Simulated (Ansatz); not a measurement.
The cluster Mg2O2. Charge 0, multiplicity 5. Geometry PBE0-D4/def2-TZVP; atoms count from 1.

Cartesian coordinates in Å:
```
Mg 0.5482 0.4482 1.4979
Mg -0.6568 -0.4246 -1.4606
O -0.9678 0.2207 0.3290
O 1.0764 -0.2444 -0.3663
```

At PBE0-D4/def2-TZVP a singlet of charge 0 lies 3.13 eV below the quintet, each at its own geometry. The structure comes from a short search, and lower isomers may exist.

Question: Estimate the Mulliken populations from the PBE0/def2-TZVP orbitals of Ansatz.

Answer: 
```tsv
atom	charge (e)	spin (α − β)
Mg1	0.51	0.94
Mg2	0.51	0.94
O3	-0.59	0.90
O4	-0.44	1.22
```
Mulliken values and Mayer orders depend strongly on the basis.

Question: Where does the spin sit?

Answer: Summed by element: Mg 1.89, O 2.11, of 4 unpaired in all. Largest on single atoms: O4 1.22, Mg1 0.94, Mg2 0.94.

Question: And the Mayer bond orders between bonded heavy atoms (over 0.3)?

Answer: Mg1–O3 0.48 (1.93 Å); Mg1–O4 0.33 (2.06 Å); Mg2–O3 0.48 (1.93 Å); Mg2–O4 0.33 (2.06 Å). Values over 0.3 also appear between atoms too far apart for a bond (O3–O4 0.37 at 2.21 Å); they arise where an orbital or an unpaired electron spreads over both atoms.
